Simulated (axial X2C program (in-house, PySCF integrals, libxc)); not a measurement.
CaCu: from the spin-free to the two-component result

All values were computed with an in-house all-electron X2C program for linear molecules (integrals from PySCF). Spin-free means the one-electron spin-free X2C Hamiltonian; two-component (2c) means X2C with spin–orbit coupling and atomic mean-field two-electron Coulomb and Gaunt terms, so the difference of the two also holds small scalar two-electron terms. Basis: Cu dyall-cv3z [9s9p6d3f2g], Ca dyall-cv3z [11s12p6d4f] (cores contracted in-house); Gaussian nuclei, density fitting, unrestricted open shells. Masses: Cu 62.930 u, Ca 39.963 u.

Spin-free state: M_S = 1/2, Λ = 0 (beyond evenly filled blocks: σα); fragments Cu + Ca.

```tsv
level	Re (Å)	ωe (cm⁻¹)	De (eV)	μ (D)
PBE0	2.694	190.2	1.291	1.77
HF	3.061	132.0	n/a	1.20
B3LYP	2.683	191.7	1.275	2.27
```

Dipoles are positive if Ca is the positive end.

Two-component determinant lowest at the distance of the search:

Ω = 1/2 (⟨Sz⟩ = 0.50, ⟨Lz⟩ = 0.00 at PBE0); fragments Cu + Ca.

| level | Re (Å) | ωe (cm⁻¹) | De (eV) | μ (D) |
| --- | --- | --- | --- | --- |
| PBE0 | 2.694 | 190.1 | 1.290 | 1.77 |
| HF | 3.062 | 131.8 | n/a | 1.20 |
| B3LYP | 2.684 | 191.6 | 1.274 | 2.27 |

(1) From the two tables, how do the constants change at the PBE0 level (2c against spin-free)?

Occupations by symmetry block were frozen at the best pattern of an incomplete PBE0 search. De is counted from the lowest determinant-based energies of the atoms at the same level, without counterpoise correction. De is not given where an atomic determinant may have missed its ground term or J level, or where the truncated virtual space spoils (T). Density functionals use the spin component along the axis (collinear). The determinant is spin-polarised beyond a pure state at some levels (its spin-free form has ⟨S²⟩ too high), which makes Re and μ there less reliable.

Answers

(1) At the PBE0 level Re is unchanged within 0.001 Å and ωe stays the same within 0.2 cm⁻¹; De changes by -0.001 eV.
